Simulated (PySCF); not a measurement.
The same groups moved round the core (propene boryl). Isolated molecules, 0 K electronic values unless said otherwise. One relaxed conformer stands for each flexible species; it need not be the lowest. Strings in code marks are SMILES.

All values below come from PBE-D3(BJ)/def2-TZVP // PBE0-D4/def2-TZVP run with PySCF 2.14.0. All candidates: neutral, multiplicity 1. Excitations are Tamm–Dancoff values on a coarser integration grid. The basis has no diffuse functions, so Rydberg states are missing or too high.

```json
{
 "S1 excitation (TDA)": "4.83 eV",
 "HOMO–LUMO gap": "3.98 eV",
 "LUMO": "-2.93 eV"
}
```

Which member has these values?
A. `B/C=C/C`
B. `B/C=C\C`
C. `BC(=C)C`
D. `BCC=C`

C, `BC(=C)C`. The others give `B/C=C\C`: 4.61 eV, 4.02 eV, -2.89 eV; `BCC=C`: 3.86 eV, 3.78 eV, -2.36 eV; `B/C=C/C`: 4.85 eV, 4.21 eV, -2.75 eV
